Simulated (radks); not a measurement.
Coulomb parameter of the 5d shell of neutral platinum in the model configuration [Xe] 4f14 5d9 6s1, as a second difference U = [E(n + 0.5) + E(n - 0.5) - 2 E(n)] / (0.5)^2 with all orbitals relaxed. "Bare": the charge of the atom changes with n. "Screened": the 6s shell takes up the change at fixed total charge, which measures U(5d,5d) + U(6s,6s) - 2 U(5d,6s). Method: scalar-relativistic Kohn-Sham, LDA (Slater exchange, Perdew-Wang correlation), spin-unpolarised, spherical densities, finite nucleus; Fermi nuclear charge, rms radius 5.427 fm; computed with a radial shooting solver on a logarithmic mesh with Libxc functionals.

| case | configuration | E - E(n) (eV) |
|---|---|---|
| start | [Xe] 4f14 5d9 6s1 | 0.000 |
| bare +0.5 | [Xe] 4f14 5d9.5 6s1 | -2.063 |
| bare -0.5 | [Xe] 4f14 5d8.5 6s1 | 4.410 |
| screened +0.5 | [Xe] 4f14 5d9.5 6s0.5 | -0.092 |
| screened -0.5 | [Xe] 4f14 5d8.5 6s1.5 | 0.339 |

U(bare) = 9.387 eV, U(screened by 6s) = 0.987 eV, against the Slater integral F0(5d,5d) = 14.640 eV with frozen orbitals. The step up makes a negative ion, whose loosely bound charge lowers the bare value.
